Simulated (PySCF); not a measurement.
# Basis and Hamiltonian dependence of the ionisation energy of Zr²⁺

Zr²⁺ [Kr] 4d2 (3F) → Zr³⁺ [Kr] 4d1 (2D). All values are computed (PySCF 2.14, energy differences of UHF-based or UKS calculations, no spin-orbit coupling). Values in eV.

```
                                                                               basis       Hamiltonian  functions     UHF  r2SCAN    PBE0  MP2 (valence)  CCSD(T) (valence)  CCSD(T) (valence and next inner shell)
                                                            cc-pVDZ-PP with ECP28MDF               ECP         38  22.369  23.263     n/a         22.428                n/a                                     n/a
                                                        aug-cc-pVDZ-PP with ECP28MDF               ECP         54  22.369  23.263  23.319         22.428             22.450                                     n/a
                             def2-TZVPPD with the def2 core potential (28 electrons)               ECP         56  22.405  23.274  23.310         22.493             22.523                                  22.831
                                                                         x2c-TZVPall     spin-free X2C         63  22.373     n/a     n/a         22.450                n/a                                     n/a
                                                                        ANO-RCC-VTZP     spin-free X2C         68  22.395  23.401  23.396         22.496             22.528                                  22.964
                                                                        x2c-TZVPPall     spin-free X2C         79  22.391  23.422  23.407         22.487             22.518                                  22.878
                             def2-QZVPPD with the def2 core potential (28 electrons)               ECP         81  22.411  23.274  23.313         22.513             22.546                                  22.924
                                                        aug-cc-pVTZ-PP with ECP28MDF               ECP         88  22.402  23.283  23.320         22.498             22.529                                     n/a
                   x2c-TZVPPall with one added diffuse shell each of s, p, d, f type     spin-free X2C         95  22.392  23.423  23.408         22.488             22.519                                  22.880
                                                                      aug-cc-pVTZ-DK     spin-free X2C        102  22.373  23.397  23.383         22.471             22.503                                     n/a
aug-cc-pVTZ-PP with one added diffuse shell each of s, p, d, f, g type with ECP28MDF               ECP        113  22.402  23.282  23.320         22.498                n/a                                     n/a
                                                      aug-cc-pwCVTZ-PP with ECP28MDF               ECP        122  22.410  23.278  23.316         22.518                n/a                                     n/a
                                                                          dyall-av2z  non-relativistic        136  22.698  23.711  23.707         22.780                n/a                                     n/a
                                                                    aug-cc-pwCVTZ-DK     spin-free X2C        136  22.381     n/a     n/a            n/a                n/a                                  23.004
```

Frozen in the all-electron rows: valence: [Kr]; valence and next inner shell: [Ar] 3d10; with a core potential, the same shells as far as they lie outside it.

Non-relativistic rows lack the scalar-relativistic shift.

Between the lowest levels the reference is 23.170 eV (semi-empirical (NIST evaluation); NIST Atomic Spectra Database, ionization energies); it includes spin-orbit coupling, which these numbers lack.
